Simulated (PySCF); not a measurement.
A side-by-side comparison of computed properties.

First species: C₇H₁₂O₃.
SMILES: `CC(C)O[C@H]1CC(=O)CO1`

Second species: C₅H₁₀.
InChI=1S/C5H10/c1-3-5-4-2/h3,5H,4H2,1-2H3/b5-3-

Levels: CAM-B3LYP/def2-SVPD for HOMO energy, LUMO energy, HOMO–LUMO gap and static isotropic polarisability; TDDFT CAM-B3LYP/def2-SVPD for lowest singlet excitation; TDA CAM-B3LYP/def2-SVPD for lowest triplet excitation (Tamm–Dancoff); ΔSCF CAM-B3LYP/def2-SVPD for vertical ionisation energy. Geometries: PBE0-D3(BJ)/def2-SVP. Each species is one conformer at its optimised geometry, gas phase, non-relativistic unless stated. Electronic properties by PySCF.

Dipoles, sizes and rotational constants follow the conformer. The torsions of the flexible species, by atom-mapped SMILES:
- `[CH3:1]/[CH:2]=[CH:3]\[CH2:4][CH3:5]`: C2–C3–C4–C5 -116°

The conformers of `CC(C)O[C@H]1CC(=O)CO1` aren't listed.

Which of the two has the higher vertical ionisation energy, and by how much?

The first: 9.64 eV against 9.09 eV, a difference of 0.55 eV.

Which has the higher S1 energy?

The second: 6.77 eV against 4.34 eV, a difference of 2.43 eV.

Which has the higher LUMO energy?

The second: 1.39 eV against 0.34 eV, a difference of 1.05 eV.

Which of the two has the higher static isotropic polarisability, and by how much?

The first: 91.9 au against 64.5 au, a difference of 27.4 au.

Which of the two has the higher HOMO energy, and by how much?

The second: -8.25 eV against -8.80 eV, a difference of 0.55 eV.

Which has the higher HOMO–LUMO gap?

The second: 9.64 eV against 9.14 eV, a difference of 0.50 eV.

Which has the higher T1 energy?

The second: 4.33 eV against 3.81 eV, a difference of 0.52 eV.

On the first: No computed singlet falls in the visible range (750 to 380 nm, 1.65 to 3.26 eV); S1 lies 1.08 eV above its blue end. The ΔSCF ionisation energy exceeds −ε(HOMO) by 0.84 eV with CAM-B3LYP.

On the second: In wavenumbers S1 is 54600 cm⁻¹ (1 eV = 8065.54 cm⁻¹). No computed singlet falls in the visible range (750 to 380 nm, 1.65 to 3.26 eV); S1 lies 3.51 eV above its blue end.
